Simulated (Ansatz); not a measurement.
Gas-phase electronic energies from Ansatz, PBE0-D4/def2-TZVP geometries. CBS: MP2 limit from def2 TZ/QZ plus the TZ coupled-cluster correction, frozen cores. This one scheme is used for every species. Each species was taken in one conformer, which may not be the lowest.

Reaction (ligand exchange at the Si–C bond): `C=CN[SiH2]C` + HCl → `C=CN[SiH2]Cl` + CH₄

(1) Is it downhill or uphill in electronic energy at CCSD(T)/CBS, and by how much? (An estimate is asked.)

(2) What do these levels give: MP2/def2-TZVPP, SCS-MP2/def2-TZVPP, CCSD/def2-TZVPP, CCSD(T)/def2-TZVPP, HF/def2-QZVPP, HF/CBS(def2)? (Estimate.)

Largest T1 diagnostic among the species: 0.011.

Answers

(1) Computed: Downhill: ΔE = -113.2 kJ/mol.

(2) The calculation gave: MP2/def2-TZVPP -115.0, SCS-MP2/def2-TZVPP -114.8, CCSD/def2-TZVPP -110.2, CCSD(T)/def2-TZVPP -110.0, HF/def2-QZVPP -121.5, HF/CBS(def2) -121.5 kJ/mol.

In def2-TZVPP, CCSD(T) changes the Hartree–Fock value by +11.6 kJ/mol (the triples alone add +0.2 kJ/mol) and MP2 by +6.6 kJ/mol.
